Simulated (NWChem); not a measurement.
TiCl3F; SMILES [F][Ti]([Cl])([Cl])[Cl]

Task: Give the equilibrium geometry at PBE0/def2-SVP (NWChem) as a list of bonds and angles, with the point group.

Result: point group C3v; any orientation.
Bonded distances (Å): Ti1–F2 1.715, Ti1–Cl3 2.160, Ti1–Cl4 2.160, Ti1–Cl5 2.160. Bond angles (°): F2–Ti1–Cl3 109.2, F2–Ti1–Cl4 109.2, F2–Ti1–Cl5 109.2, Cl3–Ti1–Cl4 109.8, Cl3–Ti1–Cl5 109.8, Cl4–Ti1–Cl5 109.8.
